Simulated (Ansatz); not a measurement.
Sn₃Se₂, relaxed as a singlet with RKS PBE0-D4/def2-SVP in Ansatz, starting from the GFN2-xTB geometry. Force threshold 0.02 eV/Å.

In the def2 sets Sn takes a core potential; there is no spin–orbit coupling. The structure comes from a short search, and lower isomers may exist.

Start:

```xyz
5

Sn    0.877   -1.258   -1.804
Sn   -1.582    0.484   -1.693
Sn    0.558    0.658    2.138
Se    1.686   -1.053    0.600
Se   -1.540    1.169    0.759
```

```
        step   energy (eV)  largest force component (eV/Å)  SCF passes
           1  -148167.4080                           0.382          19
2 (rejected)  -148167.3665                           0.428          25
           3  -148167.4391                           0.031          23
           4  -148167.4395                           0.022          19
           5  -148167.4465                           0.104          28
           6  -148167.4575                           0.103          27
           7  -148167.4855                           0.317          29
           8  -148167.5650                           0.578          29
           9  -148167.7234                           0.659          29
          10  -148167.9001                           0.413          27
          11  -148167.9516                           0.220          27
          12  -148167.9619                           0.115          23
          13  -148167.9625                           0.190          25
          14  -148167.9655                           0.026          24
          15  -148167.9657                           0.011          26
```

Force components are those of the run's own axes.

End:

```xyz
5

Sn    1.2101   -0.9883   -1.5154
Sn   -1.4449    0.8263   -1.3839
Sn    0.7267    0.9773    0.9790
Se    1.4846   -1.6252    0.8746
Se   -1.9766    0.8098    1.0456
```

By distances, no bond broke or formed. The bond that changes most is Sn1–Sn2, from 3.02 to 3.22 Å (atoms count from 1). The end is the same structure that another start reached.

No frequencies were taken in this run, so the end may be a saddle point.

It took 54 s on 4 threads of Arm Neoverse V2 on a shared host.
